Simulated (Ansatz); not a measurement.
# A relaxation, step by step

C2H10Ge, singlet, PBE0-D4/def2-TZVP (Ansatz 0.2.0). Settings:

```yaml
hamiltonian: {xc: pbe0, dispersion: d4}
relax: {f_tol: 0.005, max_steps: 200}
```

Start, a step off a saddle point along its unstable mode:

Ge1  (-0.194, -0.704, 0.155)
C2  (0.487, 0.877, 1.458)
H3  (0.621, -2.024, 0.317)
H4  (-1.439, -0.805, 1.031)
C5  (-0.861, -0.340, -1.677)
H6  (1.314, 0.346, 0.101)
H7  (1.585, 0.006, -0.566)
H8  (1.413, 1.497, 1.462)
H9  (-0.347, 1.573, 1.370)
H10  (0.471, 0.347, 2.404)
H11  (-0.960, 0.740, -1.811)
H12  (-1.861, -0.781, -1.768)
H13  (-0.228, -0.731, -2.476)
(Å)

```tsv
step	energy less the last (meV)	largest force component (eV/Å)
1	2229.5	1.492
3	713.6	0.751
5	228.3	0.328
7	69.3	0.174
9	33.6	0.209
11	27.0	0.100
13	17.2	0.318
15	7.6	0.181
17	3.1	0.013
19 (rejected trial)	37.1	1.249
21	1.2	0.076
23	0.5	0.081
25	0.1	0.036
27	0.0	0.011
29	0.0	0.003
```

Step 9, positions (Å) and forces (eV/Å):

```csv
atom,x,y,z,Fx,Fy,Fz
Ge1,-0.584,-0.711,0.473,-0.031,-0.017,0.012
C2,0.107,0.801,1.502,0.051,0.025,-0.033
H3,0.417,-1.885,0.529,-0.001,0.002,-0.001
H4,-1.898,-1.187,1.129,-0.017,-0.004,0.006
C5,-0.929,-0.218,-1.391,-0.025,0.104,-0.131
H6,2.545,0.395,-0.779,0.013,-0.002,-0.011
H7,2.623,-0.127,-1.306,0.007,-0.001,0.004
H8,1.060,1.148,1.096,-0.052,-0.012,0.019
H9,-0.605,1.628,1.470,0.011,0.000,-0.003
H10,0.258,0.517,2.544,0.005,-0.005,-0.006
H11,-1.190,0.846,-1.464,0.037,-0.209,0.016
H12,-1.761,-0.805,-1.795,0.120,0.064,0.047
H13,-0.044,-0.402,-2.007,-0.118,0.054,0.080
```

Last step (29):

```
13
angstrom
Ge -0.5830 -0.6771 0.4533
C 0.0903 0.8392 1.4864
H 0.4812 -1.7961 0.4233
H -1.8464 -1.2480 1.1323
C -1.0091 -0.1296 -1.3739
H 2.8861 0.1371 -1.1569
H 2.5925 -0.4692 -0.8350
H 0.9946 1.2386 1.0247
H -0.6587 1.6319 1.5253
H 0.3269 0.5362 2.5071
H -1.7697 0.6529 -1.3658
H -1.3873 -0.9740 -1.9515
H -0.1175 0.2581 -1.8692
```

The run took about 21 s on 8 CPU threads of an Intel Xeon 6975P-C (shared host).
